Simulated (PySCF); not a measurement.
## SMILES [CH3][AlH-]1[O]C=C[O]1, [C$_{3}$H$_{6}$AlO$_{2}$]-, charge -1

Molfile (atoms numbered from 1):
```
C3H6AlO2
     RDKit          3D

 12 12  0  0  0  0  0  0  0  0999 V2000
   -2.1873   -0.4469    0.2244 C   0  0  0  0  0  0  0  0  0  0  0  0
   -0.4332    0.4755   -0.2197 Al  0  0  0  0  0  4  0  0  0  0  0  0
    0.7414   -0.4413   -1.2198 O   0  0  0  0  0  0  0  0  0  0  0  0
    1.9450   -0.3156   -0.6055 C   0  0  0  0  0  0  0  0  0  0  0  0
    1.9554    0.2431    0.5996 C   0  0  0  0  0  0  0  0  0  0  0  0
    0.7614    0.6393    1.1093 O   0  0  0  0  0  0  0  0  0  0  0  0
   -2.4508   -0.4630    1.2872 H   0  0  0  0  0  0  0  0  0  0  0  0
   -2.9565    0.1669   -0.2600 H   0  0  0  0  0  0  0  0  0  0  0  0
   -2.3425   -1.4666   -0.1432 H   0  0  0  0  0  0  0  0  0  0  0  0
   -0.6880    1.8989   -0.8777 H   0  0  0  0  0  0  0  0  0  0  0  0
    2.8177   -0.6910   -1.1340 H   0  0  0  0  0  0  0  0  0  0  0  0
    2.8385    0.3998    1.2136 H   0  0  0  0  0  0  0  0  0  0  0  0
  1  2  1  0
  2  3  1  0
  3  4  1  0
  4  5  2  0
  5  6  1  0
  6  2  1  0
  1  7  1  0
  1  8  1  0
  1  9  1  0
  2 10  1  0
  4 11  1  0
  5 12  1  0
M  CHG  1   2  -1
M  END
```

Method used: quadratic response BHandHLYP/def2-SVPD first hyperpolarisability, Taylor convention, gas phase (PySCF). Geometry: GFN2-xTB.

For a gas-phase anion, states above the detachment energy (about 1.7 eV, taken as minus the energy of the highest occupied orbital) lie in the continuum and depend on the basis.

**Question.** Give the tensor of the second harmonic β(−2ω;ω,ω) at 1064 nm in the axes of these coordinates.

**Answer.** In au, Taylor convention; rows are the first index (the induced dipole):
|  | xx | yy | zz | xy | xz | yz |
| --- | --- | --- | --- | --- | --- | --- |
| x | +202.4 | +4.9 | -16.6 | -2.1 | -0.9 | -18.8 |
| y | -16.5 | -88.9 | -26.6 | -21.8 | -11.0 | +50.4 |
| z | +5.4 | +51.6 | +0.3 | -11.1 | -30.2 | -23.0 |

Norm of βᵢ = ⅓ Σⱼ (βᵢⱼⱼ + βⱼᵢⱼ + βⱼⱼᵢ): 209.7 au, hyper-Rayleigh value 98.8 au.
